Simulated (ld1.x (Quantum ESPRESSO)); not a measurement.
## C, TM: configuration errors across variants

- Element: C (Z = 6)
- Generator: ld1.x (Quantum ESPRESSO) 7.5
- Type: norm-conserving Troullier–Martins (Kleinman–Bylander form)
- Functional: PBE
- Relativity: scalar-relativistic
- Frozen core: [He]
- Valence charge: 4
- Reference configuration: 2s2 2p2
- Partial waves: 2s (bound): rc 1.15 bohr; 2p (bound): rc 3.15 bohr; 3d channel at 0.5 Ry: rc 2.40 bohr
- Local potential: the d channel
- Core correction: none

All-electron excitation energies from the reference (eV): (1) 2s2 2p1 10.862; (2) 2s2 2p0 35.018; (3) 2s1 2p0 83.212; (4) 2s2 2p2.3 -1.158; (5) 2s2 2p1.5 3.963; (6) 2s1 2p2 19.615; (7) 2s0 2p4 16.975.

The overlap operator is not positive definite (basis up to 400 Ry) in “type ultrasoft; waves now 2s (bound): rcut 1.00, rcutus 1.15 bohr; 2s channel at -0.3 Ry: rcut 1.00, rcutus 1.15 bohr; 2p (bound): rcut 2.75, rcutus 3.15 bohr; 2p channel at 0.75 Ry: rcut 2.75, rcutus 3.15 bohr; 3d channel at 0.5 Ry: rcut 2.10, rcutus 2.40 bohr; local potential all-electron potential smoothed inside 0.85 bohr (lloc = -1); augmentation built from norm-conserving waves at rcut, not smoothed further”. Such files are unfit for use, however small their errors in these radial tests.

2 further variants failed, have other tests or another functional or relativity, and are left out.

Errors AE − PS in meV (a dash: test not solved or not reliable):

| change | (1) | (2) | (3) | (4) | (5) | (6) | (7) | bound ghosts |
| --- | --- | --- | --- | --- | --- | --- | --- | --- |
| base | +173 | +1373 | +2588 | +3.0 | +27 | -164 | -151 | none |
| type ultrasoft; waves now 2s (bound): rcut 1.00, rcutus 1.15 bohr; 2s channel at -0.3 Ry: rcut 1.00, rcutus 1.15 bohr; 2p (bound): rcut 2.75, rcutus 3.15 bohr; 2p channel at 0.75 Ry: rcut 2.75, rcutus 3.15 bohr; 3d channel at 0.5 Ry: rcut 2.10, rcutus 2.40 bohr; local potential all-electron potential smoothed inside 0.85 bohr (lloc = -1); augmentation built from norm-conserving waves at rcut, not smoothed further | -30 | +829 | +1616 | -16 | -29 | -405 | -113 | not determined (overlap not positive) |
| wave 3d channel at 0.5 Ry: rc 2.40 bohr becomes 3d channel at 0.22 Ry: rc 2.40 bohr | +173 | +1373 | +2587 | +3.0 | +27 | -164 | -150 | none |
| wave 3d channel at 0.5 Ry: rc 2.40 bohr becomes 3d channel at 0.5 Ry: rc 2.22 bohr | +172 | +1369 | +2582 | +2.9 | +26 | -165 | -151 | none |
| wave 2s (bound): rc 1.15 bohr becomes 2s (bound): rc 1.02 bohr | +172 | +1371 | +2587 | +2.9 | +26 | -164 | -155 | none |
| wave 2p (bound): rc 3.15 bohr becomes 2p (bound): rc 3.14 bohr | +158 | +1273 | +2409 | +2.6 | +24 | -152 | -135 | none |
| core correction a·sin(br)/r model core inside 1.40 bohr | +173 | +1373 | +2586 | +3.0 | +27 | -164 | -150 | none |
| all radii scaled by about 0.96 (s 1.10, p 3.02, d 2.30 bohr) | +143 | +1175 | +2234 | +2.3 | +21 | -142 | -124 | none |
| wave 3d channel at 0.5 Ry: rc 2.40 bohr becomes 3d channel at -0.08 Ry: rc 2.40 bohr | +173 | +1373 | +2587 | +3.0 | +27 | -163 | -150 | none |
| wave 3d channel at 0.5 Ry: rc 2.40 bohr becomes 3d channel at 1.36 Ry: rc 2.40 bohr | +172 | +1371 | +2586 | +2.9 | +26 | -165 | -151 | none |

Problem. Give the same row for: local potential the s channel.

Solution. +170, +1356, +2559, +2.8, +26, -167, -151; bound ghosts: none.
